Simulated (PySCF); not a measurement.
C3H9GeO4 (SMILES C[O][Ge]([O])([O]C)[O]C), doublet, geometry from GFN2-xTB; R2SCAN/STO-3G run with PySCF.

Here is a job for PySCF.
```python
from pyscf import gto, scf, dft

mol = gto.Mole()
mol.atom = '''
    C    -0.45824653    2.49638730    0.68415207
    O     0.04470044    1.75757127   -0.38119310
    Ge    0.06407851   -0.01990657   -0.41354228
    O     0.30309890   -0.87172378   -1.75252732
    O    -1.52763849   -0.26213253    0.43875263
    C    -2.22290704   -1.46300750    0.51977005
    O     1.24303501   -0.35815767    0.95483863
    C     2.40831920   -1.10053643    0.82846339
    H    -0.85878481    3.42789137    0.26963713
    H    -1.27226846    1.96493964    1.18850252
    H     0.33158573    2.72790508    1.40494561
    H    -2.37375683   -1.90946455   -0.46895728
    H    -1.72217147   -2.18355963    1.17208566
    H    -3.21012228   -1.22066151    0.93039564
    H     2.50667903   -1.71771610    1.73070096
    H     3.27637222   -0.43109001    0.78860326
    H     2.40339413   -1.74275272   -0.05584008
'''
mol.basis = 'sto-3g'
mol.spin = 1
mol.verbose = 4
mol.build()

mf = dft.UKS(mol)
mf.xc = 'r2scan'
mf.kernel()
```

Output, abridged:

```
PySCF version 2.14.0

[INPUT] verbose = 4
[INPUT] num. atoms = 17
[INPUT] num. electrons = 91
[INPUT] charge = 0
[INPUT] spin (= nelec alpha-beta = 2S) = 1
[INPUT] symmetry False subgroup None
[INPUT] Mole.unit = angstrom
[INPUT] Symbol           X                Y                Z      unit          X                Y                Z       unit  Magmom
[...]
nuclear repulsion = 755.344966042727
number of shells = 38
number of NR pGTOs = 186
number of NR cGTOs = 62
basis = sto-3g
ecp = {}

******** <class 'pyscf.dft.uks.UKS'> ********
method = UKS
initial guess = minao
damping factor = 0
level_shift factor = 0
DIIS = <class 'pyscf.scf.diis.CDIIS'>
diis_start_cycle = 1
diis_space = 8
diis_damp = 0
SCF conv_tol = 1e-09
SCF conv_tol_grad = None
SCF max_cycles = 50
direct_scf = True
direct_scf_tol = 1e-13
number electrons alpha = 46  beta = 45
XC library pyscf.dft.libxc version 7.1.2
    S. Lehtola, C. Steigemann, M. J. T. Oliveira, and M. A. L. Marques,  SoftwareX 7, 1–5 (2018)
XC functionals = r2scan
    J. W. Furness, A. D. Kaplan, J. Ning, J. P. Perdew, and J. Sun,  J. Phys. Chem. Lett. 11, 8208–8215 (2020)
    J. W. Furness, A. D. Kaplan, J. Ning, J. P. Perdew, and J. Sun,  J. Phys. Chem. Lett. 11, 9248–9248 (2020)
    J. W. Furness, A. D. Kaplan, J. Ning, J. P. Perdew, and J. Sun,  J. Phys. Chem. Lett. 11, 8208–8215 (2020)
    J. W. Furness, A. D. Kaplan, J. Ning, J. P. Perdew, and J. Sun,  J. Phys. Chem. Lett. 11, 9248–9248 (2020)
radial grids:
    Treutler-Ahlrichs [JCP 102, 346 (1995); DOI:10.1063/1.469408] (M4) radial grids

becke partition: Becke, JCP 88, 2547 (1988); DOI:10.1063/1.454033
pruning grids: <function nwchem_prune>
grids dens level: 3
symmetrized grids: False
atomic radii adjust function: <function treutler_atomic_radii_adjust>
small_rho_cutoff = 0
Set gradient conv threshold to 3.16228e-05
tot grids = 207600
init E= -2466.51795387964

cycle= 1 E= -2467.37818282536  delta_E= -0.86  |g|= 0.691  |ddm|= 3.64
cycle= 2 E= -2459.09476795209  delta_E= 8.28  |g|= 2.63  |ddm|= 5.95
cycle= 3 E= -2467.55122285203  delta_E= -8.46  |g|= 0.707  |ddm|= 5.64
cycle= 4 E= -2467.30304305936  delta_E= 0.248  |g|= 1.02  |ddm|= 2.06
cycle= 5 E= -2467.84040024159  delta_E= -0.537  |g|= 0.354  |ddm|= 1.02
cycle= 6 E= -2467.89882949224  delta_E= -0.0584  |g|= 0.252  |ddm|= 0.513
cycle= 7 E= -2467.9374628101  delta_E= -0.0386  |g|= 0.094  |ddm|= 0.38
cycle= 8 E= -2467.93891783879  delta_E= -0.00146  |g|= 0.0844  |ddm|= 0.392
[...]
cycle= 21 E= -2467.94537791316  delta_E= -0.000129  |g|= 0.00762  |ddm|= 0.154
cycle= 22 E= -2467.94539473316  delta_E= -1.68e-05  |g|= 0.0126  |ddm|= 0.0999
cycle= 23 E= -2467.94537382851  delta_E= 2.09e-05  |g|= 0.0142  |ddm|= 0.0188
cycle= 24 E= -2467.94536819086  delta_E= 5.64e-06  |g|= 0.0148  |ddm|= 0.0103
cycle= 25 E= -2467.94534319557  delta_E= 2.5e-05  |g|= 0.00502  |ddm|= 0.186
cycle= 26 E= -2467.94535182329  delta_E= -8.63e-06  |g|= 0.00379  |ddm|= 0.00631
cycle= 27 E= -2467.94515081284  delta_E= 0.000201  |g|= 0.00341  |ddm|= 0.172
cycle= 28 E= -2467.94524277789  delta_E= -9.2e-05  |g|= 0.0051  |ddm|= 0.0903
cycle= 29 E= -2467.94521893952  delta_E= 2.38e-05  |g|= 0.00481  |ddm|= 0.0224
cycle= 30 E= -2467.94524043604  delta_E= -2.15e-05  |g|= 0.00464  |ddm|= 0.0164
cycle= 31 E= -2467.94523857449  delta_E= 1.86e-06  |g|= 0.00462  |ddm|= 0.00168
cycle= 32 E= -2467.9451915439  delta_E= 4.7e-05  |g|= 0.00471  |ddm|= 0.0386
cycle= 33 E= -2467.94501514354  delta_E= 0.000176  |g|= 0.00266  |ddm|= 0.165
cycle= 34 E= -2467.94540988289  delta_E= -0.000395  |g|= 0.00238  |ddm|= 0.328
cycle= 35 E= -2467.94518216425  delta_E= 0.000228  |g|= 0.00409  |ddm|= 0.179
cycle= 36 E= -2467.94546939261  delta_E= -0.000287  |g|= 0.0026  |ddm|= 0.228
cycle= 37 E= -2467.94561067561  delta_E= -0.000141  |g|= 0.00753  |ddm|= 0.152
cycle= 38 E= -2467.94565352874  delta_E= -4.29e-05  |g|= 0.0063  |ddm|= 0.0211
cycle= 39 E= -2467.94572699106  delta_E= -7.35e-05  |g|= 0.0058  |ddm|= 0.0509
cycle= 40 E= -2467.94576286017  delta_E= -3.59e-05  |g|= 0.00749  |ddm|= 0.0448
cycle= 41 E= -2467.94567188614  delta_E= 9.1e-05  |g|= 0.0171  |ddm|= 0.12
cycle= 42 E= -2467.94523383658  delta_E= 0.000438  |g|= 0.00301  |ddm|= 0.562
cycle= 43 E= -2467.94533941555  delta_E= -0.000106  |g|= 0.00569  |ddm|= 0.108
cycle= 44 E= -2467.94545559499  delta_E= -0.000116  |g|= 0.0061  |ddm|= 0.0981
cycle= 45 E= -2467.9456133466  delta_E= -0.000158  |g|= 0.0053  |ddm|= 0.116
cycle= 46 E= -2467.94568432036  delta_E= -7.1e-05  |g|= 0.00349  |ddm|= 0.042
cycle= 47 E= -2467.94573271031  delta_E= -4.84e-05  |g|= 0.00324  |ddm|= 0.0353
cycle= 48 E= -2467.94551658451  delta_E= 0.000216  |g|= 0.00404  |ddm|= 0.162
cycle= 49 E= -2467.94555018221  delta_E= -3.36e-05  |g|= 0.00267  |ddm|= 0.0202
cycle= 50 E= -2467.94521011934  delta_E= 0.00034  |g|= 0.00308  |ddm|= 0.27
SCF not converged.
SCF energy = -2467.94521011934 after 50 cycles  <S^2> = 0.75638406  2S+1 = 2.0063739
```

Convergence was not reached.
